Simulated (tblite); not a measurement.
Parent: `[CH3:1][CH2:2][CH:3]1[C@@H:4]([F:5])[C@@H:6]1[F:7]` with C1–C2–C3–C4 84°, C5H8F2.

Structures optimised with GFN2-xTB, isolated species. One conformer each, not checked by frequencies here.

| coordinate of the parent | value |
| --- | --- |
| C1–C2 | 1.526 Å |
| C2–C3 | 1.512 Å |
| C3–C4 | 1.505 Å |
| C4–F5 | 1.362 Å |
| C4–C6 | 1.496 Å |
| C6–F7 | 1.362 Å |
| C3–C6 | 1.501 Å |
| C1–C2–C3 | 111.0° |
| C2–C3–C4 | 120.6° |
| C2–C3–C6 | 120.3° |
| C4–C3–C6 | 59.7° |
| C3–C4–F5 | 118.9° |
| C3–C4–C6 | 60.0° |
| F5–C4–C6 | 117.4° |
| C4–C6–F7 | 117.7° |
| C3–C6–C4 | 60.3° |
| C3–C6–F7 | 118.8° |

How does the shared frame change in `[CH3:1][C@@H:2]([CH2:3][F:4])[C@H:5]1[C@H:6]([F:7])[C@@H:8]1[F:9]` with C1–C2–C3–F4 -168°, C1–C2–C5–C6 94°, C6H9F3? Atoms pair as C1 = C1, C2 = C2, C3 = C5, C4 = C6, F5 = F7, C6 = C8, F7 = F9 (parent first).

| parent | relative | value in the relative | change |
| --- | --- | --- | --- |
| C1–C2 | C1–C2 | 1.527 Å | +0.001 |
| C2–C3 | C2–C5 | 1.515 Å | +0.003 |
| C3–C4 | C5–C6 | 1.502 Å | -0.003 |
| C4–F5 | C6–F7 | 1.358 Å | -0.004 |
| C4–C6 | C6–C8 | 1.501 Å | +0.005 |
| C6–F7 | C8–F9 | 1.357 Å | -0.005 |
| C3–C6 | C5–C8 | 1.503 Å | +0.002 |
| C1–C2–C3 | C1–C2–C5 | 110.2° | -0.8 |
| C2–C3–C4 | C2–C5–C6 | 121.1° | +0.5 |
| C2–C3–C6 | C2–C5–C8 | 121.7° | +1.4 |
| C4–C3–C6 | C6–C5–C8 | 60.0° | +0.3 |
| C3–C4–F5 | C5–C6–F7 | 118.2° | -0.7 |
| C3–C4–C6 | C5–C6–C8 | 60.1° | +0.1 |
| F5–C4–C6 | F7–C6–C8 | 119.6° | +2.2 |
| C4–C6–F7 | C6–C8–F9 | 119.0° | +1.3 |
| C3–C6–C4 | C5–C8–C6 | 60.0° | -0.3 |
| C3–C6–F7 | C5–C8–F9 | 117.8° | -1.0 |

Of the parent's bonds, C4–F5, C4–C6 and C6–F7 change most and about equally (-0.005 to +0.005 Å). Bonds of the relative outside the shared frame: C2–C3 1.529, C3–F4 1.373 Å. Point group C1 → C1.

How does the shared frame change in `[CH3:1][CH2:2][C@@H:3]([CH3:4])[C@@H:5]1[C@H:6]([F:7])[C@@H:8]1[F:9]` with C1–C2–C3–C4 176°, C2–C3–C5–C6 165°, C7H12F2? Atoms pair as C1 = C4, C2 = C3, C3 = C5, C4 = C6, F5 = F7, C6 = C8, F7 = F9 (parent first).

```tsv
parent	relative	value in the relative	change
C1–C2	C4–C3	1.529 Å	+0.003
C2–C3	C3–C5	1.518 Å	+0.006
C3–C4	C5–C6	1.505 Å	0.000
C4–F5	C6–F7	1.359 Å	-0.003
C4–C6	C6–C8	1.501 Å	+0.005
C6–F7	C8–F9	1.358 Å	-0.004
C3–C6	C5–C8	1.505 Å	+0.004
C1–C2–C3	C4–C3–C5	109.4°	-1.6
C2–C3–C4	C3–C5–C6	119.8°	-0.8
C2–C3–C6	C3–C5–C8	120.7°	+0.4
C4–C3–C6	C6–C5–C8	59.8°	+0.1
C3–C4–F5	C5–C6–F7	118.8°	-0.1
C3–C4–C6	C5–C6–C8	60.1°	+0.1
F5–C4–C6	F7–C6–C8	118.7°	+1.3
C4–C6–F7	C6–C8–F9	118.7°	+1.0
C3–C6–C4	C5–C8–C6	60.1°	-0.2
C3–C6–F7	C5–C8–F9	118.8°	0.0
```

Of the parent's bonds, C2–C3 and C4–C6 change most and about equally (+0.005 to +0.006 Å). Bonds of the relative outside the shared frame: C1–C2 1.524, C2–C3 1.533 Å. Point group C1 → C1.

How does the shared frame change in `[CH3:1]/[N:2]=[CH:3]/[C@@H:4]([CH3:5])[C@@H:6]1[C@H:7]([F:8])[C@@H:9]1[F:10]` with N2–C3–C4–C5 -115°, C3–C4–C6–C7 158°, C7H11F2N? Atoms pair as C1 = C5, C2 = C4, C3 = C6, C4 = C7, F5 = F8, C6 = C9, F7 = F10 (parent first).

```csv
parent,relative,value in the relative,change
C1–C2,C5–C4,1.533 Å,+0.007
C2–C3,C4–C6,1.514 Å,+0.002
C3–C4,C6–C7,1.503 Å,-0.002
C4–F5,C7–F8,1.360 Å,-0.002
C4–C6,C7–C9,1.502 Å,+0.006
C6–F7,C9–F10,1.358 Å,-0.004
C3–C6,C6–C9,1.503 Å,+0.002
C1–C2–C3,C5–C4–C6,110.7°,-0.3
C2–C3–C4,C4–C6–C7,119.4°,-1.2
C2–C3–C6,C4–C6–C9,119.1°,-1.2
C4–C3–C6,C7–C6–C9,59.9°,+0.2
C3–C4–F5,C6–C7–F8,118.4°,-0.5
C3–C4–C6,C6–C7–C9,60.0°,0.0
F5–C4–C6,F8–C7–C9,118.9°,+1.5
C4–C6–F7,C7–C9–F10,118.6°,+0.9
C3–C6–C4,C6–C9–C7,60.0°,-0.3
C3–C6–F7,C6–C9–F10,118.5°,-0.3
```

Of the parent's bonds, C1–C2 and C4–C6 change most and about equally (+0.006 to +0.007 Å). Bonds of the relative outside the shared frame: C1–N2 1.428, N2=C3 1.253, C3–C4 1.498 Å. Point group C1 → C1.

All values are computed, not measured.
